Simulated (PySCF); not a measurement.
## Two-component Hartree-Fock for Ge(3+) (germanium, charge +3)

Start: [Ar] 3d10 4s1; 4s1/2 filled at m_j = +1/2. Calculated with PySCF 2.14 in x2c-SVPall-2c: generalised Hartree-Fock with the X2C-1e Hamiltonian and a Gaussian nucleus; one run each with spin-orbit coupling (SO) switched off, then screened by Boettger's factors.

| spinor shell | electrons | ε, spin-free (eV) | ε, screened SO (eV) | weight of nominal j (screened SO) | rms radius, screened SO (bohr) |
| --- | --- | --- | --- | --- | --- |
| 1s1/2 | 2 | -11209.6 | -11209.4 | 1.000 | 0.0542 |
| 2s1/2 | 2 | -1487.2 | -1487.2 | 1.000 | 0.227 |
| 2p1/2 | 2 | -1299.7 | -1321.6 | 1.000 | 0.201 |
| 2p3/2 | 4 | -1299.7 | -1289.1 | 1.000 | 0.204 |
| 3s1/2 | 2 | -235.42 | -235.42 | 1.000 | 0.668 |
| 3p1/2 | 2 | -175.80 | -178.92 | 0.999 | 0.694 |
| 3p3/2 | 4 | -175.80 | -174.29 | 1.000 | 0.703 |
| 3d3/2 | 4 | -77.632 | -78.027 | 0.987 | 0.802 |
| 3d5/2 | 6 | -77.632 | -77.371 | 0.991 | 0.805 |
| 4s1/2 | 1 | -44.608 | -44.608 | 1.000 | 2.05 |

```json
{"quantity": "E (hartree)", "spin-free": "-2094.67046", "screened SO": "-2094.73162"}
{"quantity": "M_J", "spin-free": "1/2", "screened SO": "1/2"}
{"quantity": "⟨J²⟩", "spin-free": "0.750", "screened SO": "0.750"}
{"quantity": "⟨L²⟩", "spin-free": "0.000", "screened SO": "0.002"}
{"quantity": "⟨S²⟩", "spin-free": "0.750", "screened SO": "0.752"}
```

Each row is a mean over spinors that exchange with the open shell spreads, by up to 0.634 eV (3s1/2).

Without spin-orbit coupling the j labels of p, d and f shells carry no meaning; the spin-free column gives the mean over the occupied spinors of each nl shell.
